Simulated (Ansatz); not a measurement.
Isolated molecules relaxed with PBE0-D4/def2-TZVP in Ansatz; ΔE leaves out vibrations. CCSD(T)/CBS adds triple-zeta CCSD(T) − MP2 to the extrapolated MP2 energy (def2 sets, frozen cores). DFT in def2-TZVPP. B3LYP here is the variant with VWN-RPA as its local correlation; programs differ in this. For Br, Ge outer-core shells are correlated without core-valence functions, which leaves a few kJ/mol of doubt a bond. Scalar relativity is left out up to krypton.

Reaction (redistribution): `[CH3][GeH]([CH3])[Br]` + `C#CB(F)F` → `C#[C][GeH]([CH3])[CH3]` + `FB(F)Br`

CCSD(T)/CBS gives +11.6 kcal/mol.

Question: Another level gave +12.8 kcal/mol. Which?
A. B3LYP/def2-TZVPP
B. SCS-MP2/def2-TZVPP
C. HF/def2-TZVPP
D. r2SCAN/def2-TZVPP

Answer: D. r2SCAN 12.8, SCS-MP2/def2-TZVPP 10.5, HF/def2-TZVPP 14.9, B3LYP 13.9 kcal/mol.

Largest T1 diagnostic among the species: 0.014.

In def2-TZVPP, CCSD(T) changes the Hartree–Fock value by −4.5 kcal/mol (the triples alone add −0.5 kcal/mol) and MP2 by −4.8 kcal/mol.
